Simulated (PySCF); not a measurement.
Job for PySCF: R-HF/3-21G on CH4F2O (a complex), monomers drawn apart or pushed together.

```python
from pyscf import gto, scf, dft, mp
from pyscf.data.elements import chemcore

mol = gto.M(
    atom='''
    O     0.24599637    0.28892396   -0.05210332
    H     0.38210262   -0.47114322   -0.62652152
    H    -0.54111725    0.08411645    0.46665587
    F     0.66588098   -0.73259455    4.07141479
    C     0.26943646    0.41222901    3.45245356
    F    -0.98285329    0.19864575    2.92760322
    H     0.94720929    0.62929170    2.62835797
    H     0.19174563    1.20641399    4.19543115
    ''',
    basis='3-21g',
    charge=0, spin=0, verbose=3, max_memory=1800)
mf = scf.RHF(mol)
mf.conv_tol = 1e-8
mf.max_cycle = 100
mf.kernel()
if not mf.converged:
    mf = mf.newton().run(mf.mo_coeff, mf.mo_occ)
```

The log:

```
converged SCF energy = -312.203240879626
```

The calculation finished and met its thresholds.

Cost: about 0.08 core-seconds (a rough figure).
